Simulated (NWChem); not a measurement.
Cl$_{2}$ anion, doublet

All runs: NWChem. Pople sets run with spherical d functions. Spin-unrestricted. Geometry: optimised at B3LYP/def2-SVPD, spin-unrestricted. No stability test was run on the SCF state.

Problem. Predict the results for UHF/6-311++G**. Quantities: highest occupied level (eV); lowest empty minus highest occupied level, either spin (eV).

Solution. 
```
Item                                                         Result
-----------------------------------------------------------  ------
highest occupied level (eV)                                   -4.65
lowest empty minus highest occupied level, either spin (eV)    9.05
```
